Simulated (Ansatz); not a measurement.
Born–Oppenheimer molecular dynamics of CH₄BFO (8 atoms, charge 0, multiplicity 1). It starts from a relaxed structure.

All numbers below come from RKS B3LYP/def2-SVP (Ansatz).

* ensemble: NVE (velocity Verlet)
* time step: 0.5 fs
* steps asked: 100
* starting velocities drawn for: 300 K
* seed: 809837

First frame:

```xyz
8
Properties=species:S:1:pos:R:3
B -0.069 -0.155 0.047
O 0.066 0.121 1.366
H -0.754 0.412 1.781
F 1.046 -0.562 -0.567
C -1.398 -0.039 -0.791
H -1.643 -1.017 -1.238
H -2.274 0.306 -0.220
H -1.245 0.653 -1.637
```

How far do the bonds stretch over the last three quarters of this one trajectory? (Pairs bonded in most of those frames.)


```json
{"bond": "B1–O2", "mean (Å)": "1.356", "spread (Å)": "0.021", "shortest": "1.31", "longest": "1.39"}
{"bond": "B1–F4", "mean (Å)": "1.334", "spread (Å)": "0.017", "shortest": "1.30", "longest": "1.36"}
{"bond": "B1–C5", "mean (Å)": "1.581", "spread (Å)": "0.013", "shortest": "1.54", "longest": "1.60"}
{"bond": "O2–H3", "mean (Å)": "0.964", "spread (Å)": "0.003", "shortest": "0.96", "longest": "0.97"}
{"bond": "C5–H6", "mean (Å)": "1.105", "spread (Å)": "0.012", "shortest": "1.09", "longest": "1.12"}
{"bond": "C5–H7", "mean (Å)": "1.107", "spread (Å)": "0.023", "shortest": "1.07", "longest": "1.14"}
{"bond": "C5–H8", "mean (Å)": "1.108", "spread (Å)": "0.013", "shortest": "1.09", "longest": "1.13"}
```

Mean temperature of the second half: 150 K. The conserved energy stayed within 0.13 meV per atom of its start (net change 0.065 meV per atom), so the integration is sound. A run of 0.05 ps of so small a system gives no equilibrium averages.

The run took 5.9 min on 1 thread of Arm Neoverse N1, on a shared host, peak memory 0.13 GiB.
